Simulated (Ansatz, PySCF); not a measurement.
H2Pb2, SMILES [PbH]#[PbH]. Atoms are numbered in the order given.

```xyz
4

Pb    -0.5484     1.3276    -0.4180
Pb     0.5484    -1.3276    -0.4180
H      1.0967     0.4530     0.4275
H     -1.0967    -0.4530     0.4275
```
Charge 0, spin multiplicity 1.

Geometry: PBE0-D3(BJ)/def2-TZVP. The def2 effective core potentials stand for the cores of Pb; spin–orbit coupling is left out.

Two levels are set side by side: PBE-D3(BJ)/def2-TZVP (Ansatz, a first-principles code) and PBE0-D3(BJ)/def2-TZVP (Ansatz). Each level has its own optimised geometry; the coordinates shown are those of the second. Frequencies come from the Hessian of PySCF at each geometry. Differences are taken from unrounded values.

```json
[
 {"quantity": "mean bond length (Å)", "PBE0-D3(BJ)": "2.211"},
 {"quantity": "bond Pb1–Pb2 (Å)", "PBE0-D3(BJ)": "2.873"},
 {"quantity": "bond Pb1–H3 (Å)", "PBE0-D3(BJ)": "2.046"},
 {"quantity": "bond Pb1–H4 (Å)", "PBE0-D3(BJ)": "2.046"},
 {"quantity": "bond Pb2–H3 (Å)", "PBE0-D3(BJ)": "2.046"},
 {"quantity": "bond Pb2–H4 (Å)", "PBE0-D3(BJ)": "2.046"},
 {"quantity": "highest harmonic wavenumber (cm⁻¹)", "PBE0-D3(BJ)": "1210"},
 {"quantity": "mean harmonic wavenumber (cm⁻¹)", "PBE0-D3(BJ)": "819"},
 {"quantity": "zero-point energy (kcal/mol)", "PBE0-D3(BJ)": "7.03"}
]
```

Q: What does PBE-D3(BJ) give, and how far is it from PBE0-D3(BJ)? (The exact figures need the calculation; the answer reports its results.)

A: 
```json
[
 {"quantity": "mean bond length (Å)", "PBE-D3(BJ)": "2.233", "PBE-D3(BJ) minus PBE0-D3(BJ)": "0.021"},
 {"quantity": "bond Pb1–Pb2 (Å)", "PBE-D3(BJ)": "2.919", "PBE-D3(BJ) minus PBE0-D3(BJ)": "0.046"},
 {"quantity": "bond Pb1–H3 (Å)", "PBE-D3(BJ)": "2.061", "PBE-D3(BJ) minus PBE0-D3(BJ)": "0.015"},
 {"quantity": "bond Pb1–H4 (Å)", "PBE-D3(BJ)": "2.061", "PBE-D3(BJ) minus PBE0-D3(BJ)": "0.015"},
 {"quantity": "bond Pb2–H3 (Å)", "PBE-D3(BJ)": "2.061", "PBE-D3(BJ) minus PBE0-D3(BJ)": "0.015"},
 {"quantity": "bond Pb2–H4 (Å)", "PBE-D3(BJ)": "2.061", "PBE-D3(BJ) minus PBE0-D3(BJ)": "0.015"},
 {"quantity": "highest harmonic wavenumber (cm⁻¹)", "PBE-D3(BJ)": "1159", "PBE-D3(BJ) minus PBE0-D3(BJ)": "-50"},
 {"quantity": "mean harmonic wavenumber (cm⁻¹)", "PBE-D3(BJ)": "796", "PBE-D3(BJ) minus PBE0-D3(BJ)": "-24"},
 {"quantity": "zero-point energy (kcal/mol)", "PBE-D3(BJ)": "6.82", "PBE-D3(BJ) minus PBE0-D3(BJ)": "-0.20"}
]
```

Exact exchange shortens and stiffens bonds; PBE has none. Differences between two approximate levels are no errors against the true value.
